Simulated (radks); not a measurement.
The numbers below are computed, except where a source is named.
Spherical quantum dot in the effective-mass picture: electrons in a parabolic well V = omega^2 r^2 / 2 with omega = 4.12, all in effective atomic units (hartree* = m*/eps^2 hartree, bohr* = eps/m* bohr), one dielectric constant everywhere. Level of theory: non-relativistic Kohn-Sham, PBE, spin-polarised, spherical densities (a radial shooting solver with Libxc functionals). Levels are named by radial order and angular momentum (1s, 1p, 1d, 2s, ...), and open shells are averaged over m.

N = 30, configuration 1s2 1p6 1d10 2s2 1f(up 7, down 3). This is the lowest configuration that the search found. Occupied and some empty levels:

| level | occupation | eigenvalue (hartree*) | <r> (bohr*) |
|---|---|---|---|
| 1s up | 1 | 34.220 | 0.7281 |
| 1s down | 1 | 34.261 | 0.7230 |
| 1p up | 3 | 36.638 | 0.9412 |
| 1p down | 3 | 36.713 | 0.9372 |
| 1d up | 5 | 39.210 | 1.095 |
| 1d down | 5 | 39.306 | 1.093 |
| 2s up | 1 | 39.469 | 0.9817 |
| 2s down | 1 | 39.542 | 0.9835 |
| 1f up | 7 | 41.943 | 1.218 |
| 1f down | 3 | 42.048 | 1.217 |
| 2p up | 0 | 42.415 | 1.104 |
| 2p down | 0 | 42.483 | 1.106 |
| 1g up | 0 | 44.827 | 1.322 |
| 1g down | 0 | 44.935 | 1.322 |
| 2d up | 0 | 45.474 | 1.220 |
| 2d down | 0 | 45.541 | 1.221 |

Energy (hartree*): total 813.094, kinetic 146.86, external 320.42, Hartree 376.11, exchange-correlation -30.292.

Electron density:

| r (bohr*) | n(r) (e/bohr*^3) |
|---|---|
| 0.101 | 3.660 |
| 0.214 | 3.351 |
| 0.327 | 2.980 |
| 0.440 | 2.713 |
| 0.552 | 2.644 |
| 0.665 | 2.752 |
| 0.778 | 2.909 |
| 0.890 | 2.955 |
| 1.00 | 2.780 |
| 1.12 | 2.369 |
| 1.23 | 1.804 |
| 1.34 | 1.218 |
| 1.45 | 0.7284 |
| 1.57 | 0.3816 |
| 1.68 | 0.1759 |
| 1.79 | 0.07152 |
| 1.91 | 0.02584 |
| 2.02 | 0.008154 |
| 2.13 | 0.002261 |
| 2.24 | 0.0005510 |
